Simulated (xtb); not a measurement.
xtb input file for CH10N2Si3, SMILES N1[Si@H]([SiH2]C[SiH2]1)N, GFN2-xTB. 

```
$ xtb mol.xyz --gfn 2 --sp --chrg 0 --uhf 0 --json
$ cat mol.xyz
16

N      2.19732201    -0.54770783    -1.27747086
Si     1.34479951    -0.05142620     0.14407750
N      0.16033793    -1.28197053     0.48805532
Si    -1.54836781    -1.03303006     0.56670295
C     -1.80199899     0.75188976    -0.04497623
Si    -0.13031420     1.65726354    -0.25773658
H      2.57108537    -1.48318902    -1.31857106
H      2.84962889     0.09281597    -1.69807978
H      2.22824969     0.00520945     1.33168087
H      0.48593769    -2.21310635     0.68599263
H     -2.01332030    -1.19489025     1.95439934
H     -2.22308388    -2.02022377    -0.28867808
H     -2.33448680     0.73035137    -0.99450409
H     -2.45079921     1.28982792     0.64391662
H     -0.08113735     2.30864726    -1.57848442
H     -0.04934493     2.76166558     0.71547991
```

Output:

```
[banner left out]
          |                Calculation Setup                |
           -------------------------------------------------



           -------------------------------------------------
          |                 G F N 2 - x T B                 |
           -------------------------------------------------

        Reference                      10.1021/acs.jctc.8b01176
      * Hamiltonian:
        H0-scaling (s, p, d)           1.850000    2.230000    2.230000
        zeta-weighting                 0.500000
      * Dispersion:
        s8                             2.700000
        a1                             0.520000
        a2                             5.000000
        s9                             5.000000
      * Repulsion:
        kExp                           1.500000    1.000000
        rExp                           1.000000
      * Coulomb:
        alpha                          2.000000
        third order                    shell-resolved
        anisotropic                    true
        a3                             3.000000
        a5                             4.000000
        cn-shift                       1.200000
        cn-exp                         4.000000
        max-rad                        5.000000


          ...................................................
          :                      SETUP                      :
          :.................................................:
          :  # basis functions                  52          :
          :  # atomic orbitals                  49          :
          :  # shells                           25          :
          :  # electrons                        36          :
          :  max. iterations                   250          :
          :  Hamiltonian                  GFN2-xTB          :
          :  restarted?                      false          :
          :  GBSA solvation                  false          :
          :  PC potential                    false          :
          :  electronic temp.          300.0000000     K    :
          :  accuracy                    1.0000000          :
          :  -> integral cutoff          0.2500000E+02      :
          :  -> integral neglect         0.1000000E-07      :
          :  -> SCF convergence          0.1000000E-05 Eh   :
          :  -> wf. convergence          0.1000000E-03 e    :
          :  Broyden damping             0.4000000          :
          :  net charge                          0          :
          :  unpaired electrons                  0          :
          ...................................................

 iter      E             dE          RMSdq      gap      omega  full diag
   1    -18.4064470 -0.184064E+02  0.596E+00    4.72       0.0  T
   2    -18.5089283 -0.102481E+00  0.352E+00    4.31       1.0  T
   3    -18.5113493 -0.242101E-02  0.262E+00    4.51       1.0  T
   4    -18.5180800 -0.673073E-02  0.109E+00    4.46       1.0  T
   5    -18.5178338  0.246219E-03  0.492E-01    4.49       1.0  T
   6    -18.5187125 -0.878695E-03  0.216E-01    4.48       1.0  T
   7    -18.5188562 -0.143710E-03  0.838E-02    4.47       1.0  T
   8    -18.5188567 -0.519376E-06  0.501E-02    4.48       1.0  T
   9    -18.5188651 -0.834837E-05  0.258E-02    4.47       1.0  T
  10    -18.5188657 -0.582855E-06  0.972E-03    4.47       2.6  T
  11    -18.5188657 -0.592455E-07  0.406E-03    4.47       6.2  T
  12    -18.5188658 -0.195727E-07  0.125E-03    4.47      20.1  T
  13    -18.5188658 -0.348091E-09  0.514E-04    4.47      48.6  T
  14    -18.5188658 -0.653380E-10  0.102E-04    4.47     244.4  T

   *** convergence criteria satisfied after 14 iterations ***

         #    Occupation            Energy/Eh            Energy/eV
      -------------------------------------------------------------
         1        2.0000           -0.7613486             -20.7174
       ...           ...                  ...                  ...
        12        2.0000           -0.4175216             -11.3613
        13        2.0000           -0.4098988             -11.1539
        14        2.0000           -0.4033585             -10.9759
        15        2.0000           -0.3832099             -10.4277
        16        2.0000           -0.3765676             -10.2469
        17        2.0000           -0.3647014              -9.9240
        18        2.0000           -0.3452324              -9.3943 (HOMO)
        19                         -0.1808185              -4.9203 (LUMO)
        20                         -0.1766375              -4.8065
        21                         -0.1747152              -4.7542
        22                         -0.1512090              -4.1146
        23                         -0.1420221              -3.8646
       ...                                ...                  ...
        49                          0.9628010              26.1991
      -------------------------------------------------------------
                  HL-Gap            0.1644139 Eh            4.4739 eV
             Fermi-level           -0.2630254 Eh           -7.1573 eV

 SCC (total)                   0 d,  0 h,  0 min,  0.017 sec
 SCC setup                      ...        0 min,  0.000 sec (  0.668%)
 Dispersion                     ...        0 min,  0.000 sec (  0.484%)
 classical contributions        ...        0 min,  0.000 sec (  0.175%)
 integral evaluation            ...        0 min,  0.003 sec ( 15.200%)
 iterations                     ...        0 min,  0.009 sec ( 51.154%)
 molecular gradient             ...        0 min,  0.005 sec ( 31.655%)
 printout                       ...        0 min,  0.000 sec (  0.586%)

         :::::::::::::::::::::::::::::::::::::::::::::::::::::
         ::                     SUMMARY                     ::
         :::::::::::::::::::::::::::::::::::::::::::::::::::::
         :: total energy             -18.309678925372 Eh    ::
         :: gradient norm              0.000221891920 Eh/a0 ::
         :: HOMO-LUMO gap              4.473931205805 eV    ::
         ::.................................................::
         :: SCC energy               -18.518812245917 Eh    ::
         :: -> isotropic ES            0.059194872335 Eh    ::
         :: -> anisotropic ES          0.006703413509 Eh    ::
         :: -> anisotropic XC          0.004703171662 Eh    ::
         :: -> dispersion             -0.013609530116 Eh    ::
         :: repulsion energy           0.209133320545 Eh    ::
         :: add. restraining           0.000000000000 Eh    ::
         :: total charge              -0.000000000000 e     ::
         :::::::::::::::::::::::::::::::::::::::::::::::::::::

           -------------------------------------------------
          |                Property Printout                |
           -------------------------------------------------

    * Orbital Energies and Occupations

         #    Occupation            Energy/Eh            Energy/eV
      -------------------------------------------------------------
         1        2.0000           -0.7613486             -20.7174
       ...           ...                  ...                  ...
         6        2.0000           -0.5253992             -14.2968
         7        2.0000           -0.5064004             -13.7799
         8        2.0000           -0.4657807             -12.6745
         9        2.0000           -0.4545239             -12.3682
        10        2.0000           -0.4489931             -12.2177
        11        2.0000           -0.4180440             -11.3756
        12        2.0000           -0.4175216             -11.3613
        13        2.0000           -0.4098988             -11.1539
        14        2.0000           -0.4033585             -10.9759
        15        2.0000           -0.3832099             -10.4277
        16        2.0000           -0.3765676             -10.2469
        17        2.0000           -0.3647014              -9.9240
        18        2.0000           -0.3452324              -9.3943 (HOMO)
        19                         -0.1808185              -4.9203 (LUMO)
        20                         -0.1766375              -4.8065
        21                         -0.1747152              -4.7542
        22                         -0.1512090              -4.1146
        23                         -0.1420221              -3.8646
        24                         -0.1334504              -3.6314
        25                         -0.1153253              -3.1382
        26                         -0.1092512              -2.9729
        27                         -0.0802892              -2.1848
        28                         -0.0342387              -0.9317
        29                         -0.0212380              -0.5779
       ...                                ...                  ...
        49                          0.9628010              26.1991
      -------------------------------------------------------------
                  HL-Gap            0.1644139 Eh            4.4739 eV
             Fermi-level           -0.2630254 Eh           -7.1573 eV

     #   Z          covCN         q      C6AA      α(0)
     1   7 N        2.541    -0.419    30.948     8.262
     2  14 Si       3.617     0.437    99.435    19.139
     3   7 N        2.500    -0.466    32.325     8.443
     4  14 Si       3.715     0.489    97.383    18.895
     5   6 C        3.596    -0.263    26.586     7.463
     6  14 Si       3.725     0.380   100.042    19.149
     7   1 H        0.861     0.147     1.422     1.868
     8   1 H        0.861     0.139     1.478     1.905
     9   1 H        0.913    -0.112     6.003     3.832
    10   1 H        0.861     0.124     1.594     1.978
    11   1 H        0.916    -0.117     6.188     3.891
    12   1 H        0.916    -0.112     6.024     3.839
    13   1 H        0.925     0.012     2.860     2.645
    14   1 H        0.925     0.007     2.941     2.682
    15   1 H        0.915    -0.115     6.117     3.868
    16   1 H        0.915    -0.131     6.784     4.074

 Mol. C6AA /au·bohr⁶  :       4258.168256
 Mol. C8AA /au·bohr⁸  :     158183.870476
 Mol. α(0) /au        :        111.932889


Wiberg/Mayer (AO) data.
largest (>0.10) Wiberg bond orders for each atom

 ---------------------------------------------------------------------------
     #   Z sym  total        # sym  WBO       # sym  WBO       # sym  WBO
 ---------------------------------------------------------------------------
     1   7 N    3.174 --     2 Si   1.127     8 H    0.974     7 H    0.967
     2  14 Si   3.908 --     1 N    1.127     3 N    1.014     9 H    0.865
                             6 Si   0.798
     3   7 N    3.258 --     4 Si   1.092     2 Si   1.014    10 H    0.978
     4  14 Si   3.767 --     3 N    1.092     5 C    0.894    12 H    0.874
                            11 H    0.874
     5   6 C    3.963 --    14 H    0.990    13 H    0.987     6 Si   0.927
                             4 Si   0.894
     6  14 Si   3.619 --     5 C    0.927    16 H    0.891    15 H    0.887
                             2 Si   0.798
     7   1 H    0.978 --     1 N    0.967
     8   1 H    0.981 --     1 N    0.974
     9   1 H    0.987 --     2 Si   0.865
    10   1 H    0.985 --     3 N    0.978
    11   1 H    0.986 --     4 Si   0.874
    12   1 H    0.987 --     4 Si   0.874
    13   1 H    1.000 --     5 C    0.987
    14   1 H    1.000 --     5 C    0.990
    15   1 H    0.987 --     6 Si   0.887
    16   1 H    0.982 --     6 Si   0.891
 ---------------------------------------------------------------------------

Topologies differ in total number of bonds
Writing topology from bond orders to xtbtopo.mol

molecular dipole:
                 x           y           z       tot (Debye)
Note: The following floating-point exceptions are signalling: IEEE_UNDERFLOW_FLAG IEEE_DENORMAL
normal termination of xtb
 q only:        0.566       0.020      -0.089
   full:        0.616      -0.311      -0.098       1.772
molecular quadrupole (traceless):
                xx          xy          yy          xz          yz          zz
 q only:        1.964       0.956      -0.655      -1.500      -0.021      -1.309
  q+dip:        3.544      -1.605      -2.668      -1.437       0.637      -0.876
   full:        4.717      -1.690      -1.252      -2.520      -0.137      -3.465


           -------------------------------------------------
          | TOTAL ENERGY              -18.309678925372 Eh   |
          | GRADIENT NORM               0.000221891920 Eh/α |
          | HOMO-LUMO GAP               4.473931205805 eV   |
           -------------------------------------------------

------------------------------------------------------------------------
------------------------------------------------------------------------
 total:
 SCF:
```

Self-consistency was reached.
